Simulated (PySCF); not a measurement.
Compound: Sn2(F)4.
Geometry (PBE0-D3(BJ)/def2-SVP, Å), atoms numbered from 1 in this order:
```
atom  x, y, z in Å
Sn1    0.3372    0.5129    1.5406
F2    -1.5286    0.0614    1.9096
F3     0.4391   -1.1569    0.1946
Sn4   -0.1794   -0.4475   -1.7369
F5     1.6802   -0.0027   -2.1410
F6    -0.2546    1.2288   -0.3950
```

Computed, not measured: TDDFT wB97X-D/def2-SVPD, vertical, gas phase, core orbitals frozen in the response, def2 core potentials past Kr (PySCF 2.14.0, density-fitted response routines). Spin–orbit coupling is left out.

Orbital energies (eV): HOMO-3 -12.56, HOMO-2 -12.55, HOMO-1 -10.96, HOMO -10.16, LUMO -0.52, LUMO+1 0.47, LUMO+2 0.65.

Task: Among the lowest singlets, which states do these configurations lead, and at what energies: HOMO→LUMO, HOMO-1→LUMO+1, HOMO→LUMO+1, HOMO-1→LUMO?

Result: 

| state | leading configuration | weight | Δε (eV) | E (eV) | E − Δε (eV) | f | other configurations |
| --- | --- | --- | --- | --- | --- | --- | --- |
| S1 | HOMO→LUMO | 0.94 | 9.64 | 5.61 | -4.03 | 0.0000 | – |
| S2 | HOMO-1→LUMO | 0.66 | 10.44 | 6.45 | -3.99 | 0.353 | H→L+1 (30%) |
| S5 | HOMO→LUMO+1 | 0.66 | 10.63 | 7.19 | -3.43 | 0.014 | H-1→L (32%) |
| S9 | HOMO-1→LUMO+1 | 0.86 | 11.43 | 7.69 | -3.74 | 0.0000 | – |

E − Δε runs from -4.03 to -3.43 eV. Among themselves, these states come in the order of their orbital differences. Δε is the difference of the two orbital energies.

H and L stand for HOMO and LUMO. The other states: S3 6.91 eV, f 0.662, H→L+2 (86%); S4 7.05 eV, f 0.0003, H→L+3 (82%), H-1→L+2 (10%); S6 7.51 eV, f 0.0000, H-3/H-2→L (≥79%), H-4→L+1 (16%); S7 7.60 eV, f 0.295, H-3/H-2→L (≥45%), H→L+4 (31%), H-5→L+1 (9%); S8 7.61 eV, f 0.0057, H-4→L (75%), H-3/H-2→L+1 (22%).

Task: Which computed triplets share their leading configuration (75% or more) with a singlet, and how far apart are the partners?

Result: 

```csv
configuration,triplet,E(T) (eV),singlet,E(S) (eV),E(S) − E(T) (eV)
HOMO→LUMO,T1,4.64,S1,5.61,+0.97
```

The 4 triplets are Tamm–Dancoff values, the singlets full response.

The vertical ionisation energy (ΔSCF) is 10.57 eV, 2.88 eV above S9.

One conformer stands for the species.
